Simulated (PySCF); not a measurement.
Species: FH₄PSeSi.
Cartesian coordinates in Å at the PBE0-D3(BJ)/def2-SVP level; atoms count from 1:
```xyz
8
FH4PSeSi angstrom
F      2.0404    0.2493   -1.0026
Si     0.8697    0.1117    0.1167
P     -0.4799   -1.6100   -0.4199
Se    -0.1183    2.1668    0.1350
H      1.5393   -0.2089    1.4080
H     -1.2471   -1.4232    0.7731
H     -1.3527   -0.8203   -1.2272
H     -1.3616    1.6210    0.7017
```

Computed, not measured: PBE0-D3(BJ)/def2-SVP geometry optimisation, gas phase (PySCF).

Take the most abundant isotopes and a rigid rotor. The values belong to one conformer with, in the numbering `[F:1][Si@H:2]([PH2:3])[SeH:4]`, F1–Si2–P3–H 177° and -89°, F1–Si2–Se4–H 158°.

Problem. What are A, B and C (cm⁻¹)?

Solution. Ia = 127.67, Ib = 382.22, Ic = 479.93 u·Å²; 505379 MHz·u·Å²/I gives 3959, 1322 and 1053 MHz, that is A = 0.13204, B = 0.04410, C = 0.03512 cm⁻¹.

Problem. What kind of rotor is it?

Solution. An asymmetric top; Ray's κ = -0.815.

Problem. Is it planar, by Δ = Ic − Ia − Ib?

Solution. Not planar: Δ = Ic − Ia − Ib = -29.95 u·Å². For a rigid frame Δ = −2 Σ m c², so Σ m c² = 14.98 u·Å² lies off the ab plane: 5.93 from hydrogen and 9.05 from heavier atoms. The atom farthest from that plane is 1.91 Å away.

Problem. Give the other two planar moments, Paa and Pbb, and the rms extents of the mass along the axes.

Solution. Paa = Σ m a² = (Ib + Ic − Ia)/2 = 367.24 and Pbb = Σ m b² = (Ia + Ic − Ib)/2 = 112.69 u·Å². With the mass M = 161.90 u, the rms extents √(P/M) along a, b and c are 1.51, 0.83, 0.30 Å.

Problem. List the rotational levels J(Ka,Kc) to J = 4 (cm⁻¹).

Solution. Above 0(0,0):
J = 1: 1(0,1) 0.0792, 1(1,1) 0.1672, 1(1,0) 0.1761
J = 2: 2(0,2) 0.2370, 2(1,2) 0.3166, 2(1,1) 0.3436, 2(2,1) 0.6074, 2(2,0) 0.6081
J = 3: 3(0,3) 0.4721, 3(1,3) 0.5405, 3(1,2) 0.5943, 3(2,2) 0.8451, 3(2,1) 0.8483, 3(3,1) 1.3076, 3(3,0) 1.3077
J = 4: 4(0,4) 0.7827, 4(1,4) 0.8382, 4(1,3) 0.9278, 4(2,3) 1.1615, 4(2,2) 1.1711, 4(3,2) 1.6258, 4(3,1) 1.6260, 4(4,1) 2.2717, 4(4,0) 2.2717
Those of J = 1 are B + C, A + C and A + B.

Problem. Which types of transition are allowed, and where do some lines up to J = 2 fall?

Solution. The dipole components are |μa| = 0.03 D, |μb| = 2.14 D, |μc| = 0.79 D. Intensities carry the squares of the components, which stand as 0.00 : 1.00 : 0.14 (a : b : c). Some lines, for components of 0.1 D or more:

```csv
type,branch,"J(Ka,Kc)",MHz,lower level (cm⁻¹)
c,Q,"1(1,1) ← 1(0,1)",2636,0.079
b,Q,"1(1,0) ← 1(0,1)",2906,0.079
b,Q,"2(1,1) ← 2(0,2)",3194,0.237
b,R,"1(1,1) ← 0(0,0)",5012,0.000
c,Q,"2(2,1) ← 2(1,1)",7909,0.344
c,R,"2(1,1) ← 1(0,1)",7925,0.079
b,Q,"2(2,0) ← 2(1,1)",7929,0.344
b,R,"2(2,1) ← 1(1,0)",12929,0.176
c,R,"2(2,1) ← 1(1,1)",13198,0.167
b,R,"2(2,0) ← 1(1,1)",13218,0.167
```

Whether it is a minimum is left open (no frequencies). No vibrational averaging or centrifugal distortion is included, and the geometry carries the error of its method.
